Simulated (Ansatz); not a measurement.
`FBN[SiH3]` + H₂ → `BN[SiH3]` + H–F at 700 K and 1 bar (hydrogenolysis of a B–F bond).

Program: Ansatz. Geometries: PBE0-D4/def2-TZVP. ΔE: electronic, gas phase. CCSD(T)/CBS is the MP2 limit (def2-TZVPP, def2-QZVPP) plus CCSD(T) − MP2 in def2-TZVPP, frozen cores. This one scheme is used for every species. One conformer a species, not always the lowest.

| species | CCSD(T)/CBS energy (Eh) | H − E (kJ/mol) | S (J/(mol·K)) |
| --- | --- | --- | --- |
| `FBN[SiH3]` | -471.49367 | 218.0 | 416.5 |
| H₂ | -1.17544 | 46.8 | 155.3 |
| `BN[SiH3]` | -372.22946 | 227.4 | 384.8 |
| H–F | -100.39570 | 45.2 | 198.5 |

H − E and S are ideal-gas, rigid-rotor, harmonic terms from PBE0-D4/def2-TZVP, for one conformer and one mirror image of each species. The MP2-based limit puts H₂ 0.8 mEh under its directly extrapolated value; such offsets cancel only in part. 1 Eh = 2625.50 kJ/mol, R = 8.31446 J/(mol·K).

Task: By hand: ΔE, ΔH, ΔS and ΔG.

Result: ΔE = (-372.22946) + (-100.39570) − (-471.49367) − (-1.17544) = 0.04395 Eh = 115.4 kJ/mol. Δ(H − E) = 227.4 + 45.2 − 218.0 − 46.8 = 7.8, so ΔH = 123.2 kJ/mol. ΔS = 384.8 + 198.5 − 416.5 − 155.3 = 11.5 J/(mol·K). ΔG = 123.2 − 700 × (11.5)/1000 = 115.2 kJ/mol.

Task: By hand: the equilibrium constant, and the temperature at which ΔG would vanish if ΔH and ΔS stayed fixed.

Result: log₁₀ K = −ΔG/(RT ln 10) = -8.6. ΔG = 0 at ΔH/ΔS = 10713 K, far beyond where these terms or the molecules hold.

The number of gas molecules stays the same, so ΔS is small and ΔH decides. A doubt of 5 kJ/mol in ΔE shifts log₁₀ K by 0.4 here. Other conformers and mirror images would add mixing entropy, several J/(mol·K) or more a flexible species. These are equilibria of isolated gas molecules and say nothing of rates. Largest T1 diagnostic: 0.012 (customary marks: 0.02 for closed shells, 0.045 for open ones).
